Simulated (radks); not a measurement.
Values are calculated unless marked as measured or tabulated.
Initial-state core-level shifts of the calcium ion Ca+ when its valence configuration changes from [Ar] 4s1. Code: a radial shooting solver on a logarithmic mesh with Libxc functionals. Model: non-relativistic Kohn-Sham, r2SCAN, spin-polarised, spherical densities, point nucleus; open shells are filled with parallel spins first; meta-GGA in the generalised Kohn-Sham scheme. Shifts are changes of the shell-averaged eigenvalues in eV (positive: less bound); the change of the density at the nucleus, which sets a Mossbauer isomer shift, is in e/bohr^3, on a base of 5321.

3d1: 2s +4.546; 2p +4.492; 3s +4.040; 3p +3.807; density at nucleus -3.0756
3d0.5 4p0.5: 2s +1.865; 2p +1.835; 3s +1.553; 3p +1.435; density at nucleus -2.7675
4p1: 2s -1.305; 2p -1.305; 3s -1.270; 3p -1.246; density at nucleus -2.3170
3d0.5 4s0.5: 2s +2.485; 2p +2.455; 3s +2.171; 3p +2.044; density at nucleus -1.6929
